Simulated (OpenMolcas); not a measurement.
An atom or ion with 30 electrons was computed by XMS-CASPT2, IPEA 0.25 Eh, imaginary shift 0.1 Eh with spin-orbit coupling (OpenMolcas, ANO-RCC-VTZP, DKH2). The lowest levels that the run gave, each within 12 % of the measured value where one is at hand:

```
J  Parity  E (cm-1)      g
0    even       0.0       
0     odd    101190       
1     odd    103150  1.500
2     odd    107560  1.501
1     odd    153730  1.002
0    even    242390       
2    even    243230  1.092
1    even    245240  1.501
2    even    250770  1.409
0    even    286170
```

Question: Which ion is it, and what are the configurations and terms?

Answer: Br VI (Z = 35, charge +5; active space 2 electrons in 4 orbitals (4s 4p)). J, parity and g give the terms where levels are pure, and mixed ones are named by the computed weights; the size of the splittings, set against known spectra of the 30-electron sequence, gives the charge. In order, with the measured energies in cm-1 (Moore, Atomic Energy Levels, vol. II, NSRDS-NBS 35 (1971 reprint of NBS Circular 467, 1952)): 4s2 1S0, 4s 4p 3P* 0 (104316), 4s 4p 3P* 1 (106431), 4s 4p 3P* 2 (111336), 4s 4p 1P* 1 (151274), 4p2 3P0 (244136), 4p2 1D2, 4p2 3P1 (247406), 4p2 3P2 (253892), 4p2 1S0.

Term energies are means over components that CASPT2 splits; among the terms shown or strongly mixed into the levels shown the widest spread is 380 cm-1 (4p2 1D). Over all roots computed the reference weight is 0.86 to 0.99; the roots of lowest weight are the least certain, and an intruder state may touch them. The ¹D term of p² mixes with s d, which this space lacks. Computed and measured levels are paired by configuration, term and J; levels that our copy of the source lacks, or whose pairing is in doubt (as where it misses far off the trend of its configuration), stay unpaired and out of the deviations. Levels of configurations outside the active space are missing.

* marks odd parity.
